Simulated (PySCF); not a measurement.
**Pb⁸⁰⁺ (lead, charge +80): Hartree-Fock from Schrödinger to Dirac-Coulomb-Breit**

Occupied: 1s1/2. Hartree-Fock calculated with PySCF 2.14 in an uncontracted even-tempered set (18 s from 24 bohr⁻², ratio 2.3; 15 p from 29 bohr⁻², ratio 2.3), Gaussian nucleus throughout. NR is non-relativistic, sf-X2C the spin-free one-electron X2C Hamiltonian, X2C adds the bare one-electron spin-orbit term, X2C-SNSO screens it by Boettger's factors, DC is four-component Dirac-Coulomb, and the Gaunt and Breit terms are added at first order (total energies over the DC spinors, levels after relaxing the spinors in that mean field). QED terms are absent. Levels marked empty are virtual spinors of this ion.

```json
{"Hamiltonian": "NR", "E (hartree)": "-6672.2173", "E − E(DC) (hartree)": "729.0351", "CPU seconds": "0.29"}
{"Hamiltonian": "sf-X2C", "E (hartree)": "-7396.9622", "E − E(DC) (hartree)": "4.2902", "CPU seconds": "0.18"}
{"Hamiltonian": "X2C", "E (hartree)": "-7396.9622", "E − E(DC) (hartree)": "4.2902", "CPU seconds": "0.18"}
{"Hamiltonian": "X2C-SNSO", "E (hartree)": "-7396.9622", "E − E(DC) (hartree)": "4.2902", "CPU seconds": "0.18"}
{"Hamiltonian": "DC", "E (hartree)": "-7401.2524", "E − E(DC) (hartree)": "0.0000", "CPU seconds": "3.7"}
{"Hamiltonian": "DC+Gaunt", "E (hartree)": "-7393.0308", "E − E(DC) (hartree)": "8.2216", "CPU seconds": "5.9"}
{"Hamiltonian": "DC+Breit", "E (hartree)": "-7393.0308", "E − E(DC) (hartree)": "8.2216", "CPU seconds": "59"}
```

Problem. Give the 2p spin-orbit interval with each Hamiltonian that has one.

Solution. X2C 2489; X2C-SNSO 2454; DC 2441; DC+Gaunt 2412; DC+Breit 2412 (eV).

| level (eV) | NR | sf-X2C | X2C | X2C-SNSO | DC | DC+Gaunt | DC+Breit |
| --- | --- | --- | --- | --- | --- | --- | --- |
| 1s1/2 | -90085.9 | -99770.6 | -99770.6 | -99770.6 | -99886.5 | -99664.3 | -99664.3 |
| 2s1/2 (empty) | -21989.0 | -24976.3 | -24976.3 | -24976.3 | -24990.4 | -24964.5 | -24967.7 |
| 2p1/2 (empty) | -21835.4 | -22976.5 | -24787.1 | -24759.6 | -24755.1 | -24701.2 | -24708.4 |
| 2p3/2 (empty) | -21835.4 | -22976.5 | -22298.1 | -22305.7 | -22314.1 | -22289.3 | -22296.6 |
| 3s1/2 (empty) | -9734.7 | -10768.4 | -10768.4 | -10768.4 | -10772.4 | -10765.2 | -10766.1 |

Weight of the small component: 1s1/2 0.0984, 2s1/2 0.0245, 2p1/2 0.0244, 2p3/2 0.0220, 3s1/2 0.0106.

Koopmans' value for the highest occupied level at DC+Breit: 99664.3 eV, against an ionisation energy of 99491.8 ± 0.3 eV (theoretical estimate listed by NIST; NIST Atomic Spectra Database, ionization energies); the former lacks relaxation, correlation, QED and recoil.

The whole ladder took 70 s of wall time on 1 thread of AMD EPYC 9R45 96-Core Processor (shared host), launched as `OMP_NUM_THREADS=1 python relrun2.py TASK.json OUT` (a driver that calls PySCF for each Hamiltonian).
